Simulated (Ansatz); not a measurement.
Born–Oppenheimer molecular dynamics of F$_{4}$Ti (5 atoms, charge 0, multiplicity 1). It starts from a relaxed structure.

The calculation used RKS BLYP-D4/def2-SVP in Ansatz.

* ensemble: NVT, Langevin thermostat
* time step: 2 fs
* steps asked: 250
* set temperature: 400 K
* friction: 0.001 /fs
* seed: 245658

First frame:

```xyz
5
Properties=species:S:1:pos:R:3
Ti 0.000 0.000 0.000
F 0.000 0.000 1.753
F 1.653 0.000 -0.584
F -0.826 1.431 -0.584
F -0.826 -1.431 -0.584
```

(1) What does the run give?

(2) What happens to the structure?

(3) How do temperature and energy run in time?

Results:

(1) All steps were run.

```yaml
steps_done: 250
time_covered: 500 fs
mean_temperature_over_the_second_half: 429 K
spread_of_the_potential_energy_over_the_second_half: 13.0 meV per atom
mean_potential_energy_of_the_second_half_above_the_start: 31.3 meV per atom
```

A run of 0.5 ps of so small a system gives no equilibrium averages.

(2) The same pairs are bonded in the first frame and the last. Pairs count as bonded within 1.25 times the sum of covalent radii (0.12 Å more for H–H). Another seed would give other details.

(3) 
```csv
time (fs),T (K),potential energy less start (eV)
0,320,0.000
44,206,0.059
88,232,0.068
132,236,0.145
176,300,0.119
220,336,0.168
264,320,0.144
308,302,0.189
352,400,0.221
396,460,0.164
440,461,0.168
484,461,0.116
```

Time of the run: 6.2 min on 2 threads of Arm Neoverse V1, on a shared host, peak memory 0.14 GiB.
